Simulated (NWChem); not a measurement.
SiH3SCl; SMILES [SiH2](Cl)S

```xyz
6

Si    -0.7263     0.0421    -0.0063
S      0.5035    -1.6911    -0.1826
Cl     0.3483     1.8072    -0.1165
H     -1.6591    -0.0244    -1.1599
H     -1.4470     0.0585     1.2942
H      1.1007    -1.5279     1.0189
```
Atoms are numbered in this order, from 1.

Results from NWChem. Pople sets run with spherical d functions. The geometry was optimised at PBE0/def2-SVP. B3LYP is NWChem's, with the RPA form of VWN correlation. GIAO values for the isolated, static molecule; σ is the absolute isotropic shielding, δ = σ(reference) − σ with the isolated reference molecule computed at the same levels (1H: tetramethylsilane, 29Si: tetramethylsilane).

For level BHandHLYP/pcSseg-1:

```
Property     Value
-----------  -----
δ Si1 (ppm)   -1.6
δ H4 (ppm)    5.17
δ H5 (ppm)    5.40
δ H6 (ppm)    1.09
```

Question: Estimate the same quantities for level B3LYP/6-31G*.

Answer: 
| Quantity | Value |
|---|---|
| δ Si1 (ppm) | 24.5 |
| δ H4 (ppm) | 5.35 |
| δ H5 (ppm) | 5.61 |
| δ H6 (ppm) | 0.56 |
